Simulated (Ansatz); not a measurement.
CH6F3GeNSi (SMILES C[N]([GeH3])[Si](F)(F)F), singlet, at a GFN2-xTB geometry; SC-NEVPT2/STO-3G, CASSCF(4,3) run with Ansatz (a first-principles code).

Here is a job for Ansatz.
Ansatz 0.2 input:
```yaml
crystal:
  periodic: [false, false, false]
  atoms:
    - {symbol: Si, position_ang: [1.08516471, -0.62490951, -0.37896858]}
    - {symbol: F, position_ang: [1.51820010, -0.25017501, -1.86011201]}
    - {symbol: F, position_ang: [1.54292841, -2.13041649, -0.20162919]}
    - {symbol: F, position_ang: [2.00169455, 0.27940338, 0.54032573]}
    - {symbol: N, position_ang: [-0.53967031, -0.41206700, 0.04201982]}
    - {symbol: C, position_ang: [-1.55215053, -1.35630061, -0.42441279]}
    - {symbol: Ge, position_ang: [-1.18986940, 1.21015567, 0.64092668]}
    - {symbol: H, position_ang: [-1.14020728, -2.36259523, -0.46937290]}
    - {symbol: H, position_ang: [-1.92498289, -1.08578931, -1.41638187]}
    - {symbol: H, position_ang: [-2.39304408, -1.34887584, 0.27232972]}
    - {symbol: H, position_ang: [-2.25949785, 0.84247758, 1.62565247]}
    - {symbol: H, position_ang: [-1.81237785, 1.94365152, -0.51424997]}
    - {symbol: H, position_ang: [-0.06118716, 1.96784906, 1.24300574]}
basis:
  gaussian:
    orbitals: STO-3G
magnetization: {spin_polarized: false}
correlation: {method: sc_nevpt2, electrons: all, active_space: {window: {electrons: 4, orbitals: 3}}}
```

The log (banner, timings and long lists left out):

```
Functional definition: HF
726 factors; integrals over basis functions are off by at most 3.7e-5 eV
mean field evaluation 1: about -74181.1275 eV, gradient 3.0e1 eV
mean field evaluation 2: about -74181.2930 eV, gradient 3.0e1 eV
mean field evaluation 4: about -74184.8893 eV, gradient 1.7e0 eV
mean field evaluation 8: about -74184.9056 eV, gradient 2.7e-2 eV
mean field -74184.90560278 eV, -2726.2449965672 hartree, gradient 1.3e-6 eV, S^2 0.000000; 0 other end points of the search recorded, 0 dependent functions left out
reference -74184.90560278 eV, -2726.2449965672 hartree; 46, 46 occupied and 12, 12 virtual orbitals, 726 factors
state -74185.23388083 eV, -2726.2570605629 hartree
state -74185.23388083 eV, -2726.2570605629 hartree; corrected -74190.78316841 eV, -2726.4609931201 hartree
Total energy: -74190.78316841 eV, -2726.4609931201 hartree
```
